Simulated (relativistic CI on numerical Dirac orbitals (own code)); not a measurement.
**Pr V: computed level list**

Calculated at this level of theory: Dirac-Coulomb-Breit CI, orbitals from a KLI potential per configuration, a model potential for QED, valence Slater integrals scaled by 0.7 (own radial code, finite nucleus).

Configuration list (outside the closed core [Xe]): 4f.

The lowest level is 4f ²F°5/2, with 100 % of that term; Hund's rules for 4f give ²F° with J = 5/2, in agreement.

| No. | Configuration | Term | J | E (cm⁻¹) | % | jj configuration (%) |
| --- | --- | --- | --- | --- | --- | --- |
| 1 | 4f | ²F° | 5/2 | 0.0 | 100 | 4f5/2 (100) |
| 2 | 4f | ²F° | 7/2 | 2909.4 | 100 | 4f7/2 (100) |

Energies count from the lowest computed level; ° marks odd parity. Filled j subshells are mostly left out of the jj labels.

The mean weight of the leading LS term, summed over parents, in these 2 levels is 100 %, and that of the leading jj configuration (from the same eigenvectors) 100 %.

One configuration and one scale for all Slater integrals: terms of lower spin can come out thousands of cm⁻¹ low, and their order can be wrong. 1 of the 1 excited levels that our extract of the measured tables holds in this range could be paired (the sources list more); they are missed by 118 cm⁻¹ on average and 118 at most, and levels without a partner can miss by more.
